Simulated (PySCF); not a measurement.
## InOBr: from structure and modes to constants

These are results of PySCF, PBE0, basis In def2-TZVP with ECP28, O def2-TZVP, Br def2-TZVP (scalar-relativistic core potentials, no spin–orbit coupling, density fitting), not measurements.

The singlet minimum has C∞v symmetry. Masses (u): In 114.90388, O 15.99492, Br 78.91834.

```xyz
3
charge 0 multiplicity 1, angstrom
In    0.0000    0.0000   -0.7653
O     0.0000    0.0000   -2.5922
Br    0.0000    0.0000    1.6397
```

Harmonic wavenumbers (cm⁻¹): 115.0 (π, ×2), 268.5 (σ+, ×1), 809.6 (σ+, ×1).

(1) Find the principal moments of inertia and the rotational constants. What kind of rotor is it?

(2) What is the harmonic zero-point energy?

(3) Find the vibrational entropy and heat capacity at 298.15 K.

(4) Give the standard entropy (298.15 K, 1 bar) by its translational, rotational, vibrational and spin parts, and Cp.

Results:

(1) About the centre of mass I = 386.96 u Å². With B = 16.8576/I this gives 0.04356 cm⁻¹. The molecule is linear.

(2) Half the sum of all 4 wavenumbers, 1308/2 = 654 cm⁻¹, which is 7.8 kJ/mol (1 cm⁻¹ = 0.0119627 kJ/mol).

(3) With u = 1.43878 ω/T, each mode gives S = R[u/(eᵘ−1) − ln(1−e⁻ᵘ)] and C = R u² eᵘ/(eᵘ−1)².
| ω (cm⁻¹) | u | S (J/(mol K)) | C (J/(mol K)) |
| --- | --- | --- | --- |
| 115.0 (×2) | 0.555 | 13.31 | 8.10 |
| 268.5 | 1.296 | 6.72 | 7.24 |
| 809.6 | 3.907 | 0.84 | 2.66 |
The sums over all modes are S = 34.2 and C = 26.1 J/(mol K); the softest mode gives 39 % of the entropy (each member, where degenerate).

(4) Sackur–Tetrode with M = 209.82 u gives 175.5; rotation with symmetry number 1 gives 78.7; vibration 34.2; spin R ln 1 = 0.0. The total is 288.4 J/(mol K), and Cp = 7/2 R + 26.1 = 55.2 J/(mol K).

Only a few start shapes were tried, so a lower isomer may exist.
